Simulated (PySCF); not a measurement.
All numbers come from PBE0 in PySCF with Ir def2-SVP with ECP60, Se def2-SVP; scalar-relativistic core potentials, no spin–orbit coupling; density-fitted integrals. Open shells, if any, are unrestricted.

Question: What shape and geometry does isolated singlet [IrSe3]+ take (every ligand bound to Ir)?

Answer: Formally Ir is in oxidation state +7, d2, with 0 unpaired electrons (the high-spin count would be 2). The polar-tensor charge on Ir, 0.43, is far below the formal one. The lowest minimum found is a singlet of D3h symmetry with Ir–Se 2.188 Å (×3); Se–Ir–Se 120.0° (×3). Its harmonic wavenumbers are 68 (a2''), 101 (e'), 326 (a1'), 381 (e') cm⁻¹ and its dipole moment is 0.00 D about the centre of mass.

This need not be the most stable arrangement of these atoms. Spin–orbit coupling, left out here, can matter for elements this heavy.
